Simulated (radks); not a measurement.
Neutral terbium inside a hard spherical wall (all orbitals vanish at R), configuration held at [Xe] 4f9 6s2 and not refilled when levels cross. Method: scalar-relativistic Kohn-Sham, LDA (Slater exchange, Perdew-Wang correlation), spin-polarised, spherical densities, finite nucleus; open shells are filled with parallel spins first (spin-orbit coupling, left out, can overturn this in heavy ions); Fermi nuclear charge, rms radius 5.06 fm; computed with a radial shooting solver on a logarithmic mesh with Libxc functionals. Eigenvalues in eV for spin up, with the zero of energy where the potential of the charges vanishes at infinity; a dash marks a level that is unbound or too diffuse for the functional's potential to be trusted. A positive occupied level is held by the wall or, in an anion where self-interaction has pushed it up, behind a barrier. The pressure on the wall is -dE/dV.

\begin{tabular}{lrrrrrrrrr}
R (bohr) & E (hartree) & kinetic (hartree) & e(5s) & e(5p) & e(4f) & e(6s) & e(5d, empty) & e(6p, empty) & pressure (GPa) \\ \hline
free & -11700.4548 & 12587.996 & -48.498 & -25.615 & -4.603 & -3.928 & -1.641 & -1.251 & 0 \\
20 & -11700.4548 & 12587.996 & -48.498 & -25.615 & -4.603 & -3.928 & -1.641 & -1.251 & < 0.0001 \\
15 & -11700.4547 & 12587.997 & -48.495 & -25.613 & -4.601 & -3.926 & -1.639 & -1.238 & 0.000169 \\
12 & -11700.4544 & 12588.000 & -48.465 & -25.583 & -4.571 & -3.903 & -1.609 & -1.156 & 0.00556 \\
10 & -11700.4523 & 12588.019 & -48.336 & -25.455 & -4.443 & -3.799 & -1.488 & -0.906 & 0.0563 \\
7 & -11700.4119 & 12588.243 & -47.243 & -24.388 & -3.359 & -2.677 & -0.430 & 1.124 & 1.91 \\
6 & -11700.3448 & 12588.537 & -46.227 & -23.410 & -2.332 & -1.274 & 0.647 & 3.398 & 6.83 \\
3 & -11696.9753 & 12601.211 & -30.846 & -8.021 & 15.500 & 41.645 & 22.209 & 59.251 & 1410 \\
\end{tabular}
